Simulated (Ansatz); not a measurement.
Consider the formal loss of a carbene: `CN[SiH2]NC` → `[CH2]` (triplet) + `CN[SiH2]N`.

Computed with Ansatz on PBE0-D4/def2-TZVP structures; ΔE is electronic, products minus reactants. CBS: MP2 limit from def2 TZ/QZ plus the TZ coupled-cluster correction, frozen cores. This one scheme is used for every species. Triplets are unrestricted, without spin–orbit coupling. One conformer a species, not always the lowest.

| species | CCSD(T)/CBS(def2) energy (Eh) |
| --- | --- |
| `CN[SiH2]NC` | -480.64497 |
| `[CH2]` (triplet) | -39.09499 |
| `CN[SiH2]N` | -441.39942 |

Work out ΔE.

ΔE = (-39.09499) + (-441.39942) − (-480.64497) = 0.15056 Eh = +395.3 kJ/mol.

Largest T1 diagnostic among the species: 0.011.

In def2-TZVPP, CCSD(T) changes the Hartree–Fock value by +133.9 kJ/mol (the triples alone add +11.0 kJ/mol) and MP2 by +144.2 kJ/mol. The D4 term adds +11.1 kJ/mol with B3LYP and +6.2 kJ/mol with PBE0; it sums over pairs of atoms, weighted by their polarisabilities, and B3LYP, whose exchange is more repulsive, gets the larger term.

B3LYP here is the variant with VWN-RPA as its local correlation; programs differ in this.
